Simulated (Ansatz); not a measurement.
## Nudged elastic band run: CH3FOSe

The input (input.yaml):

```yaml
crystal:
  periodic: [false, false, false]
  atoms:
    - { symbol: O, position_ang: [-0.154059, -0.627055, 1.350751] }
    - { symbol: C, position_ang: [-0.062097, 0.281095, 0.343193] }
    - { symbol: F, position_ang: [-1.283466, 0.560174, -0.211192] }
    - { symbol: Se, position_ang: [1.14171, -0.417093, -1.104102] }
    - { symbol: H, position_ang: [-0.447175, -1.474901, 0.979681] }
    - { symbol: H, position_ang: [0.351576, 1.211307, 0.757226] }
    - { symbol: H, position_ang: [0.514712, 0.398473, -2.161256] }
basis:
  gaussian: { orbitals: def2-SVP }
hamiltonian:
  xc: b3lyp
neb:
  order_check: false
  images: 7
  f_tol: 0.05
  max_iterations: 44
  initial_path: linear
  final_atoms:
    - { symbol: O, position_ang: [-0.54144003, -0.79441666, 1.1432243] }
    - { symbol: C, position_ang: [-0.2999656, 0.18264506, 0.21030653] }
    - { symbol: F, position_ang: [-1.49343852, 0.73300638, -0.09790658] }
    - { symbol: Se, position_ang: [0.55755625, -0.63067534, -1.41840331] }
    - { symbol: H, position_ang: [0.30212347, -1.18283492, 1.41413705] }
    - { symbol: H, position_ang: [0.37120505, 0.98564924, 0.56839789] }
    - { symbol: H, position_ang: [1.16516038, 0.63862624, -1.86545488] }
```

Launched with:

```bash
$ ansatz run input.yaml --threads 1 --pin off --max-ram 2048MiB --backend cpu --events-out ev --progress --plain --runs-dir out
```

Output, in part (warnings, iteration lines, the closing report on the highest movable image, with atoms numbered from 0):

```
NEB end point (image 0): max|allowed force component| = 1.141e-2 eV/Å (the criterion of neb.relax_end_points is 1.000e-2)
NEB end point (image 8): max|allowed force component| = 1.011e-2 eV/Å (the criterion of neb.relax_end_points is 1.000e-2)
NEB iter   1: max|band force component| = 3.986e1 eV/Å  barrier→ = 5.3321 eV  barrier← = 5.1554 eV  Δτ_max = 0.1993 Å  (223 SCF iters)
NEB iter   2: max|band force component| = 2.560e0 eV/Å  barrier→ = 0.4041 eV  barrier← = 0.2274 eV  Δτ_max = 0.1518 Å  (207 SCF iters)
NEB iter   3: max|band force component| = 1.513e0 eV/Å  barrier→ = 0.2821 eV  barrier← = 0.1055 eV  Δτ_max = 0.0887 Å  (190 SCF iters)
NEB iter   4: max|band force component| = 5.560e-1 eV/Å  barrier→ = 0.2436 eV  barrier← = 0.0669 eV  Δτ_max = 0.0281 Å  (189 SCF iters)
NEB iter   5: max|band force component| = 2.075e-1 eV/Å  barrier→ = 0.2376 eV  barrier← = 0.0609 eV  CI = image 5  Δτ_max = 0.0338 Å  (185 SCF iters)
NEB iter   6: max|band force component| = 1.132e-1 eV/Å  barrier→ = 0.2357 eV  barrier← = 0.0590 eV  CI = image 5  Δτ_max = 0.0283 Å  (184 SCF iters)
NEB iter   7: max|band force component| = 1.639e-1 eV/Å  barrier→ = 0.2333 eV  barrier← = 0.0567 eV  CI = image 5  Δτ_max = 0.0142 Å  (185 SCF iters)
NEB iter   8: max|band force component| = 1.060e-1 eV/Å  barrier→ = 0.2323 eV  barrier← = 0.0556 eV  CI = image 5  Δτ_max = 0.0283 Å  (184 SCF iters)
NEB iter   9: max|band force component| = 9.261e-2 eV/Å  barrier→ = 0.2301 eV  barrier← = 0.0534 eV  CI = image 5  Δτ_max = 0.0567 Å  (177 SCF iters)
NEB iter  10: max|band force component| = 7.285e-2 eV/Å  barrier→ = 0.2261 eV  barrier← = 0.0494 eV  CI = image 5  Δτ_max = 0.0564 Å  (185 SCF iters)
NEB iter  11: max|band force component| = 1.945e-1 eV/Å  barrier→ = 0.2227 eV  barrier← = 0.0460 eV  CI = image 5  Δτ_max = 0.0284 Å  (186 SCF iters)
NEB iter  12: max|band force component| = 9.386e-2 eV/Å  barrier→ = 0.2206 eV  barrier← = 0.0439 eV  CI = image 5  Δτ_max = 0.0566 Å  (183 SCF iters)
NEB iter  13: max|band force component| = 4.674e-2 eV/Å  barrier→ = 0.2169 eV  barrier← = 0.0403 eV  CI = image 5  Δτ_max = 0.1131 Å  (182 SCF iters)
NEB iter  14: max|band force component| = 1.794e-1 eV/Å  barrier→ = 0.2088 eV  barrier← = 0.0322 eV  CI = image 5  Δτ_max = 0.1132 Å  (28 SCF iters)
NEB iter  15: max|band force component| = 1.329e-1 eV/Å  barrier→ = 0.2010 eV  barrier← = 0.0243 eV  CI = image 5  Δτ_max = 0.1996 Å  (190 SCF iters)
NEB iter  16: max|band force component| = 3.151e-1 eV/Å  barrier→ = 0.1916 eV  barrier← = 0.0149 eV  CI = image 6  Δτ_max = 0.0999 Å  (194 SCF iters)
NEB iter  17: max|band force component| = 4.320e-1 eV/Å  barrier→ = 0.1938 eV  barrier← = 0.0172 eV  CI = image 6  Δτ_max = 0.0988 Å  (187 SCF iters)
NEB iter  18: max|band force component| = 4.852e-1 eV/Å  barrier→ = 0.1929 eV  barrier← = 0.0162 eV  CI = image 6  Δτ_max = 0.0502 Å  (188 SCF iters)
NEB iter  19: max|band force component| = 1.967e-1 eV/Å  barrier→ = 0.1926 eV  barrier← = 0.0159 eV  CI = image 6  Δτ_max = 0.0980 Å  (173 SCF iters)
NEB iter  20: max|band force component| = 2.403e-1 eV/Å  barrier→ = 0.1926 eV  barrier← = 0.0159 eV  CI = image 6  Δτ_max = 0.0398 Å  (187 SCF iters)
NEB iter  21: max|band force component| = 1.086e-1 eV/Å  barrier→ = 0.1927 eV  barrier← = 0.0160 eV  CI = image 6  Δτ_max = 0.0145 Å  (178 SCF iters)
NEB iter  22: max|band force component| = 6.462e-2 eV/Å  barrier→ = 0.1927 eV  barrier← = 0.0160 eV  CI = image 6  Δτ_max = 0.0133 Å  (162 SCF iters)
NEB iter  23: max|band force component| = 3.049e-2 eV/Å  barrier→ = 0.1927 eV  barrier← = 0.0160 eV  CI = image 6  Δτ_max = 0.0000 Å  (337 SCF iters)
Total energy: -71187.30933927 eV, -2616.0853657267 hartree
Atom 0 at    -0.085256    -0.545666     1.349314 Å, force    -0.000301     0.000132     0.000868 eV/Å
Atom 1 at    -0.360897     0.219407     0.245260 Å, force    -0.001703     0.001195     0.000997 eV/Å
Atom 2 at    -1.701315     0.406886     0.207359 Å, force     0.001224    -0.000371    -0.000131 eV/Å
Atom 3 at     0.248447    -0.686138    -1.450915 Å, force     0.000256    -0.000870    -0.001040 eV/Å
Atom 4 at     0.689359    -1.094003     1.167586 Å, force     0.000226    -0.000190    -0.000591 eV/Å
Atom 5 at     0.120159     1.214612     0.268129 Å, force     0.000139    -0.000134    -0.000062 eV/Å
Atom 6 at     1.150704     0.416902    -1.832432 Å, force     0.000160     0.000239    -0.000041 eV/Å
Dipole moment:     0.513477     0.075965    -0.079358 e Å
```

The run converged. The band force fell under the threshold earlier too, but the program's further tests of the path sent the band on. The profile has 2 maxima (images 3, 6) with wells between them (image 4): this band takes more than one step, which may be the mechanism or a detour left from its start path. Another band between the same ends (7 images) ends at a top of the same energy, where a vibrational analysis finds 1 clearly imaginary mode.

Final band (atoms are numbered from 1 in the order of the input):

| image | path coordinate (Å) | energy (kcal/mol) | dihedral H5–O1–C2–Se4 (°) |
| --- | --- | --- | --- |
| 0 | 0.00 | 0.0 | -55 |
| 1 | 0.52 | 0.7 | -61 |
| 2 | 1.05 | 2.3 | -60 |
| 3 | 1.57 | 2.5 | -56 |
| 4 | 2.09 | 1.0 | -62 |
| 5 | 2.62 | 2.4 | -18 |
| 6 | 3.14 | 4.4 | 28 |
| 7 | 3.51 | 4.2 | 47 |
| 8 | 3.88 | 4.1 | 62 |

The run took 7.6 min on 1 thread of Arm Neoverse V2 (shared host), peak memory 0.19 GiB.
